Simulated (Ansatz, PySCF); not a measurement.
Breaking the C4–H7 bond in C2H6Zn (SMILES C[CH2][ZnH]) (multiplicity 1 held, fragments rigid). Energies count from the point at 1.092 Å.
Geometry at that point (charge 0, multiplicity 1):
```json
[
 {"atom": "Zn", "x (Å)": "-0.1040", "y (Å)": "0.1481", "z (Å)": "0.8335"},
 {"atom": "H", "x (Å)": "-0.3450", "y (Å)": "0.8644", "z (Å)": "2.1845"},
 {"atom": "C", "x (Å)": "0.2022", "y (Å)": "-0.7601", "z (Å)": "-0.8850"},
 {"atom": "C", "x (Å)": "0.1842", "y (Å)": "0.1511", "z (Å)": "-2.1212"},
 {"atom": "H", "x (Å)": "-0.5549", "y (Å)": "-1.5440", "z (Å)": "-0.9868"},
 {"atom": "H", "x (Å)": "1.1618", "y (Å)": "-1.2826", "z (Å)": "-0.8191"},
 {"atom": "H", "x (Å)": "0.9537", "y (Å)": "0.9247", "z (Å)": "-2.0678"},
 {"atom": "H", "x (Å)": "-0.7747", "y (Å)": "0.6615", "z (Å)": "-2.2367"},
 {"atom": "H", "x (Å)": "0.3601", "y (Å)": "-0.4128", "z (Å)": "-3.0427"}
]
```

Restricted levels (R-, RO-) in cc, def2 and unpolarised 6-31G sets keep to the state of the molecule at rest. U- levels take the lowest unrestricted solution at each point, which mixes spins at long bonds. Active spaces are followed from a long bond inwards. Left out are points that failed, MP2 points in a non-variational dive below the minimum, coupled-cluster points behind a sign of a changed root (a jump of the amplitudes, or a one-step jump against full CI or MRCI), small-basis points behind a change of solution, and semi-empirical points at long bonds. Curves can end on different states.

Frozen-core correlation. Rows in LANL2DZ carry no dispersion term and start afresh at each structure. LANL2DZ brings its own core potentials from Na on.

Programs: Ansatz (a first-principles code) with Gaussian orbitals; PySCF for LANL2DZ rows. Each number belongs to the level named beside it.

Energies in kcal/mol.

```
R (Å)  R-PBE/def2-TZVPP  U-PBE/def2-TZVPP  R-BP86/LANL2DZ  U-r2SCAN/def2-TZVPP  R-wB97X-V/def2-TZVPP  CASSCF(2,2)/def2-TZVPP
-----  ----------------  ----------------  --------------  -------------------  --------------------  ----------------------
0.874              29.4              29.4            32.1                 28.2                  28.9                    30.5
0.983               6.1               6.1             7.1                  5.6                   5.8                     6.6
1.092               0.0               0.0             0.0                  0.0                   0.0                     0.0
1.202               3.0               3.0             2.5                  3.6                   3.6                     2.6
1.311              10.8              10.8            10.1                 11.9                  12.1                     9.9
1.475              26.2              26.2            25.3                 28.1                  28.9                    24.5
1.639              42.5              42.5            41.5                 45.1                  46.8                    39.6
1.912              67.0              67.0            66.3                 70.8                  74.7                    61.6
2.185              86.8              86.8            86.4                 88.6                  98.3                    77.6
2.513             104.6             100.9           104.4                 98.8                 120.9                    89.4
2.950             120.5             107.4           120.7                104.9                 143.5                    96.4
3.496             132.1             109.5        left out                107.6                 163.3                    99.0
```

Doubts at one or more of the structures used: a restricted determinant that unrestricted orbitals would lower (R-PBE/def2-TZVPP, R-wB97X-V/def2-TZVPP); a spin-contaminated determinant (U-PBE/def2-TZVPP, U-r2SCAN/def2-TZVPP).
